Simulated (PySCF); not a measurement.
PySCF 2.14 output of an unrestricted PBE0 calculation on a single atom or ion in aug-cc-pVTZ-PP with one added diffuse shell each of d, f type with ECP28MDF (6s5p5d3f, 67 functions), with scalar relativity through the core potential:

```
SCF conv_tol = 1e-09
number electrons alpha = 14  beta = 10
    C. Adamo and V. Barone.,  J. Chem. Phys. 110, 6158 (1999)
    M. Ernzerhof and G. E. Scuseria.,  J. Chem. Phys. 110, 5029 (1999)
cycle= 1 E= -294.539618731069  delta_E= -0.00804  |g|= 0.0146  |ddm|= 0.677
cycle= 2 E= -294.540263993222  delta_E= -0.000645  |g|= 0.00476  |ddm|= 0.138
cycle= 3 E= -294.540627408902  delta_E= -0.000363  |g|= 0.00361  |ddm|= 0.0933
cycle= 4 E= -294.540940307612  delta_E= -0.000313  |g|= 0.00194  |ddm|= 0.115
cycle= 5 E= -294.541042396532  delta_E= -0.000102  |g|= 0.000438  |ddm|= 0.101
cycle= 6 E= -294.541042574256  delta_E= -1.78e-07  |g|= 0.000189  |ddm|= 0.0066
cycle= 7 E= -294.541043150625  delta_E= -5.76e-07  |g|= 2.68e-05  |ddm|= 0.0088
cycle= 8 E= -294.541043153203  delta_E= -2.58e-09  |g|= 1.02e-05  |ddm|= 0.000815
cycle= 9 E= -294.541043154074  delta_E= -8.71e-10  |g|= 6.17e-06  |ddm|= 0.000266
converged SCF energy = -294.541043154074  <S^2> = 6.0033046  2S+1 = 5.0013217
```

The run itself started from symmetry-adapted Hartree-Fock orbitals and held the occupation by maximum overlap, on a logarithmic radial grid, so the iterations belong to that start.

Which element, charge and spin multiplicity is this?

I⁺ (iodine, charge +1), multiplicity 5; the state was [Kr] 4d10 5s1 5p4 6s1, high-spin 5P determinant (an excited configuration).

Energies and moments cover only the electrons outside the core potential. The outer electron is Rydberg-like, and this basis confines it to a smaller radius and binds it less than a complete one would.
